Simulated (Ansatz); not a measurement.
Ansatz (a first-principles code) input (B3LYP-D3(BJ)/def2-TZVP):

Ansatz 0.2 input:
```yaml
crystal:
  periodic: [false, false, false]
  atoms:
    - {symbol: C, position_ang: [-1.75786059, -0.12937780, 0.05453946]}
    - {symbol: Te, position_ang: [0.32399535, 0.01829104, -0.00811740]}
    - {symbol: H, position_ang: [-2.14767649, -0.83792228, -0.67194852]}
    - {symbol: H, position_ang: [-2.13830036, -0.23195878, 1.06771231]}
    - {symbol: H, position_ang: [-2.01461791, 0.89501381, -0.30089565]}
basis:
  gaussian:
    orbitals: def2-TZVP
hamiltonian:
  xc: b3lyp
  dispersion: d3bj
total_charge: 1
phonons: {temperatures: {t_min: 298.15, t_max: 298.15, t_step: 100}}
```

Output:

```
Functional definition: B3LYP
integrals: 0.02 GiB planned
735 factors; their error is unknown
mean field: 0.26 GiB planned
mean field evaluation 1: about -8355.9072 eV, gradient 8.4e1 eV
mean field evaluation 2: about -8292.3329 eV, gradient 1.3e2 eV
mean field evaluation 4: about -8371.7466 eV, gradient 1.1e1 eV
mean field evaluation 8: about -8372.0627 eV, gradient 6.7e-2 eV
mean field evaluation 16: about -8372.1462 eV, gradient 1.1e-4 eV
mean field evaluation 32: about -8371.8927 eV, gradient 1.6e-6 eV
mean field -8372.14621883 eV, -307.6706986976 hartree, gradient 3.7e-6 eV, S^2 0.000000; 4 other end points of the search recorded, 0 dependent functions left out
the calculation of the forces begins
reference -8372.14641690 eV, -307.6707059766 hartree; 16, 16 occupied and 83, 83 virtual orbitals, 735 factors
these checks for a lower state are left out or cut short: stability, starts, cluster_reference, orbital_swaps, neighbouring_geometries, increment
integrals: 0.02 GiB planned
735 factors; their error is unknown
mean field: 0.26 GiB planned
mean field -8372.14609563 eV, -307.6706941700 hartree, gradient 3.1e-6 eV, S^2 0.000000; 0 other end points of the search recorded, 0 dependent functions left out
the calculation of the forces begins
reference -8372.14629371 eV, -307.6707014491 hartree; 16, 16 occupied and 83, 83 virtual orbitals, 735 factors
these checks for a lower state are left out or cut short: stability, starts, cluster_reference, orbital_swaps, neighbouring_geometries, increment
integrals: 0.02 GiB planned
735 factors; their error is unknown
mean field: 0.26 GiB planned
mean field -8372.14609358 eV, -307.6706940945 hartree, gradient 3.2e-6 eV, S^2 0.000000; 0 other end points of the search recorded, 0 dependent functions left out
the calculation of the forces begins
reference -8372.14629164 eV, -307.6707013732 hartree; 16, 16 occupied and 83, 83 virtual orbitals, 735 factors
these checks for a lower state are left out or cut short: stability, starts, cluster_reference, orbital_swaps, neighbouring_geometries, increment
integrals: 0.02 GiB planned
735 factors; their error is unknown
mean field: 0.26 GiB planned
mean field evaluation 64: about -8372.0626 eV, gradient 1.1e-3 eV
mean field -8372.14609761 eV, -307.6706942428 hartree, gradient 1.9e-6 eV, S^2 0.000000; 0 other end points of the search recorded, 0 dependent functions left out
the calculation of the forces begins
reference -8372.14629566 eV, -307.6707015210 hartree; 16, 16 occupied and 83, 83 virtual orbitals, 735 factors
these checks for a lower state are left out or cut short: stability, starts, cluster_reference, orbital_swaps, neighbouring_geometries, increment
integrals: 0.02 GiB planned
735 factors; their error is unknown
mean field: 0.26 GiB planned
mean field -8372.14610942 eV, -307.6706946766 hartree, gradient 1.6e-6 eV, S^2 0.000000; 0 other end points of the search recorded, 0 dependent functions left out
the calculation of the forces begins
reference -8372.14630751 eV, -307.6707019563 hartree; 16, 16 occupied and 83, 83 virtual orbitals, 735 factors
these checks for a lower state are left out or cut short: stability, starts, cluster_reference, orbital_swaps, neighbouring_geometries, increment
integrals: 0.02 GiB planned
735 factors; their error is unknown
mean field: 0.26 GiB planned
mean field -8372.14622055 eV, -307.6706987606 hartree, gradient 3.1e-6 eV, S^2 0.000000; 0 other end points of the search recorded, 0 dependent functions left out
the calculation of the forces begins
reference -8372.14641861 eV, -307.6707060392 hartree; 16, 16 occupied and 83, 83 virtual orbitals, 735 factors
these checks for a lower state are left out or cut short: stability, starts, cluster_reference, orbital_swaps, neighbouring_geometries, increment
integrals: 0.02 GiB planned
735 factors; their error is unknown
mean field: 0.26 GiB planned
mean field evaluation 96: about -8372.1462 eV, gradient 3.1e-6 eV
mean field -8372.14621297 eV, -307.6706984820 hartree, gradient 3.1e-6 eV, S^2 0.000000; 0 other end points of the search recorded, 0 dependent functions left out
the calculation of the forces begins
reference -8372.14641105 eV, -307.6707057613 hartree; 16, 16 occupied and 83, 83 virtual orbitals, 735 factors
these checks for a lower state are left out or cut short: stability, starts, cluster_reference, orbital_swaps, neighbouring_geometries, increment
integrals: 0.02 GiB planned
735 factors; their error is unknown
mean field: 0.26 GiB planned
mean field -8372.14622597 eV, -307.6706989598 hartree, gradient 3.1e-6 eV, S^2 0.000000; 0 other end points of the search recorded, 0 dependent functions left out
the calculation of the forces begins
reference -8372.14642407 eV, -307.6707062398 hartree; 16, 16 occupied and 83, 83 virtual orbitals, 735 factors
these checks for a lower state are left out or cut short: stability, starts, cluster_reference, orbital_swaps, neighbouring_geometries, increment
integrals: 0.02 GiB planned
735 factors; their error is unknown
mean field: 0.26 GiB planned
mean field -8372.14615977 eV, -307.6706965269 hartree, gradient 3.2e-6 eV, S^2 0.000000; 0 other end points of the search recorded, 0 dependent functions left out
the calculation of the forces begins
reference -8372.14635781 eV, -307.6707038048 hartree; 16, 16 occupied and 83, 83 virtual orbitals, 735 factors
these checks for a lower state are left out or cut short: stability, starts, cluster_reference, orbital_swaps, neighbouring_geometries, increment
integrals: 0.02 GiB planned
735 factors; their error is unknown
mean field: 0.26 GiB planned
mean field -8372.14618103 eV, -307.6706973084 hartree, gradient 3.1e-6 eV, S^2 0.000000; 0 other end points of the search recorded, 0 dependent functions left out
the calculation of the forces begins
reference -8372.14637910 eV, -307.6707045875 hartree; 16, 16 occupied and 83, 83 virtual orbitals, 735 factors
these checks for a lower state are left out or cut short: stability, starts, cluster_reference, orbital_swaps, neighbouring_geometries, increment
integrals: 0.02 GiB planned
735 factors; their error is unknown
mean field: 0.26 GiB planned
mean field -8372.14621007 eV, -307.6706983756 hartree, gradient 3.3e-6 eV, S^2 0.000000; 0 other end points of the search recorded, 0 dependent functions left out
the calculation of the forces begins
reference -8372.14640814 eV, -307.6707056544 hartree; 16, 16 occupied and 83, 83 virtual orbitals, 735 factors
these checks for a lower state are left out or cut short: stability, starts, cluster_reference, orbital_swaps, neighbouring_geometries, increment
integrals: 0.02 GiB planned
735 factors; their error is unknown
mean field: 0.26 GiB planned
mean field evaluation 128: about -8372.1462 eV, gradient 3.5e-4 eV
mean field -8372.14616087 eV, -307.6706965676 hartree, gradient 3.2e-6 eV, S^2 0.000000; 0 other end points of the search recorded, 0 dependent functions left out
the calculation of the forces begins
reference -8372.14635893 eV, -307.6707038461 hartree; 16, 16 occupied and 83, 83 virtual orbitals, 735 factors
these checks for a lower state are left out or cut short: stability, starts, cluster_reference, orbital_swaps, neighbouring_geometries, increment
integrals: 0.02 GiB planned
735 factors; their error is unknown
mean field: 0.26 GiB planned
mean field -8372.14617218 eV, -307.6706969831 hartree, gradient 3.3e-6 eV, S^2 0.000000; 0 other end points of the search recorded, 0 dependent functions left out
the calculation of the forces begins
reference -8372.14637026 eV, -307.6707042625 hartree; 16, 16 occupied and 83, 83 virtual orbitals, 735 factors
these checks for a lower state are left out or cut short: stability, starts, cluster_reference, orbital_swaps, neighbouring_geometries, increment
integrals: 0.02 GiB planned
735 factors; their error is unknown
mean field: 0.26 GiB planned
mean field -8372.14616322 eV, -307.6706966539 hartree, gradient 1.7e-6 eV, S^2 0.000000; 0 other end points of the search recorded, 0 dependent functions left out
the calculation of the forces begins
reference -8372.14636128 eV, -307.6707039326 hartree; 16, 16 occupied and 83, 83 virtual orbitals, 735 factors
these checks for a lower state are left out or cut short: stability, starts, cluster_reference, orbital_swaps, neighbouring_geometries, increment
integrals: 0.02 GiB planned
735 factors; their error is unknown
mean field: 0.26 GiB planned
mean field -8372.14616980 eV, -307.6706968958 hartree, gradient 1.6e-6 eV, S^2 0.000000; 0 other end points of the search recorded, 0 dependent functions left out
the calculation of the forces begins
reference -8372.14636788 eV, -307.6707041749 hartree; 16, 16 occupied and 83, 83 virtual orbitals, 735 factors
these checks for a lower state are left out or cut short: stability, starts, cluster_reference, orbital_swaps, neighbouring_geometries, increment
integrals: 0.02 GiB planned
735 factors; their error is unknown
mean field: 0.26 GiB planned
mean field evaluation 160: about -8372.1461 eV, gradient 3.5e-4 eV
mean field -8372.14613896 eV, -307.6706957624 hartree, gradient 3.1e-6 eV, S^2 0.000000; 0 other end points of the search recorded, 0 dependent functions left out
the calculation of the forces begins
reference -8372.14633706 eV, -307.6707030422 hartree; 16, 16 occupied and 83, 83 virtual orbitals, 735 factors
these checks for a lower state are left out or cut short: stability, starts, cluster_reference, orbital_swaps, neighbouring_geometries, increment
integrals: 0.02 GiB planned
735 factors; their error is unknown
mean field: 0.26 GiB planned
mean field -8372.14613193 eV, -307.6706955039 hartree, gradient 3.1e-6 eV, S^2 0.000000; 0 other end points of the search recorded, 0 dependent functions left out
the calculation of the forces begins
reference -8372.14632998 eV, -307.6707027820 hartree; 16, 16 occupied and 83, 83 virtual orbitals, 735 factors
these checks for a lower state are left out or cut short: stability, starts, cluster_reference, orbital_swaps, neighbouring_geometries, increment
integrals: 0.02 GiB planned
735 factors; their error is unknown
mean field: 0.26 GiB planned
mean field -8372.14620243 eV, -307.6706980949 hartree, gradient 1.1e-6 eV, S^2 0.000000; 0 other end points of the search recorded, 0 dependent functions left out
the calculation of the forces begins
reference -8372.14640049 eV, -307.6707053733 hartree; 16, 16 occupied and 83, 83 virtual orbitals, 735 factors
these checks for a lower state are left out or cut short: stability, starts, cluster_reference, orbital_swaps, neighbouring_geometries, increment
integrals: 0.02 GiB planned
735 factors; their error is unknown
mean field: 0.26 GiB planned
mean field -8372.14621495 eV, -307.6706985548 hartree, gradient 1.1e-6 eV, S^2 0.000000; 0 other end points of the search recorded, 0 dependent functions left out
the calculation of the forces begins
reference -8372.14641303 eV, -307.6707058343 hartree; 16, 16 occupied and 83, 83 virtual orbitals, 735 factors
Total energy: -8372.29160191 eV, -307.6760414270 hartree
Atom 0 at    -1.757861    -0.129378     0.054539 Å, force    -0.001532     0.000294    -0.000094 eV/Å
Atom 1 at     0.323995     0.018291    -0.008117 Å, force     0.001692     0.000113    -0.000048 eV/Å
Atom 2 at    -2.147676    -0.837922    -0.671949 Å, force    -0.000107    -0.000125     0.000348 eV/Å
Atom 3 at    -2.138300    -0.231959     1.067712 Å, force    -0.000110    -0.000314    -0.000194 eV/Å
Atom 4 at    -2.014618     0.895014    -0.300896 Å, force     0.000056     0.000032    -0.000011 eV/Å
Dipole moment:    -0.378280     0.001520     0.001509 e Å
Vibrations: 480.90 639.43 747.39 1132.86 1223.40 1416.49 2857.05 3091.71 3154.71 cm⁻¹, zero-point energy 0.914008 eV
```
